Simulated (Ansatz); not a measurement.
A nudged elastic band was laid between two geometries of CH5N + H6Si2 (15 atoms, charge 0, multiplicity 1).

Method: UKS CAM-B3LYP-D4/STO-3G in Ansatz 0.2.0.

```
movable images  : 2
climbing image  : yes
spring          : 5.0 eV/Å²
optimiser       : quadratic models (default)
start path      : through a guess of the saddle point
force threshold : 0.05 eV/Å
iteration limit : 60
end points      : relaxed
```

Initial state:

```xyz
15
Properties=species:S:1:pos:R:3
Si -1.579 -0.212 -1.120
Si -0.135 -1.848 -0.607
H -1.055 0.683 -2.116
H -2.800 -0.754 -1.660
H -1.953 0.562 0.033
H 2.015 0.591 0.006
N 1.005 0.886 0.084
C 0.788 1.208 1.540
H 0.195 -1.868 0.792
H -0.698 -3.140 -0.911
H 1.085 -1.749 -1.362
H 0.992 1.814 -0.417
H 1.506 1.940 1.954
H -0.229 1.610 1.663
H 0.864 0.277 2.121
```

Final state:

```xyz
15
Properties=species:S:1:pos:R:3
Si -1.606 1.096 -0.655
Si 1.117 -2.481 -0.521
H -1.624 0.920 -2.082
H -2.287 0.015 0.005
H -2.288 2.329 -0.329
H 0.753 -1.086 -0.445
N 0.078 1.072 -0.132
C 0.313 1.290 1.323
H 0.732 -3.160 0.686
H 0.457 -3.108 -1.634
H 2.538 -2.617 -0.693
H 0.674 1.746 -0.663
H 1.385 1.172 1.550
H -0.003 2.285 1.696
H -0.239 0.528 1.896
```

Q: What changes between the two ends?

A: Bonds broken: Si1–Si2, H6–N7. Bonds formed: Si1–N7, Si2–H6. CH5N + H6Si2 becomes CH7NSi + H4Si.

Q: Give the energies along the band, and the barrier.

A: The forces met the threshold. The highest image is number 1 of 0 to 3, 2.45 eV above the first end and 2.54 eV above the last; the last end lies 0.09 eV below the first. Neighbouring images differ by up to 2.5 eV, so the band resolves the path poorly. Another band between the same ends (5 images) ends at a top of the same energy, where a vibrational analysis finds 1 clearly imaginary mode. So few images can step over the top or miss a turn of the path. The orbitals stay closed-shell, which can raise the energy where a bond breaks towards radicals; this wasn't checked here. Limits of this set-up: minimal basis.

```csv
image,path coordinate (Å),energy (eV),Si1–Si2 (Å),H6–N7 (Å),Si1–N7 (Å)
0,0.00,0.00,2.24,1.05,3.05
1,3.53,2.45,2.65,1.15,1.94
2,5.24,-0.05,3.79,2.20,1.77
3,6.96,-0.09,4.50,2.28,1.76
```

Q: What is the geometry of the highest image?

A: 
```xyz
15
Properties=species:S:1:pos:R:3
Si -1.207 0.217 -0.646
Si 0.420 -1.877 -0.743
H -1.352 0.132 -2.078
H -2.073 -0.667 0.097
H -1.820 1.503 -0.367
H 0.893 -0.159 -0.159
N 0.474 0.894 0.043
C 0.518 1.372 1.479
H 0.176 -2.771 0.368
H -0.304 -2.514 -1.821
H 1.790 -2.204 -1.096
H 0.912 1.638 -0.566
H 1.545 1.654 1.757
H -0.150 2.236 1.609
H 0.178 0.548 2.123
```

Run time: 4.8 min on 1 thread of Arm Neoverse V2 (shared host), peak memory 0.17 GiB.
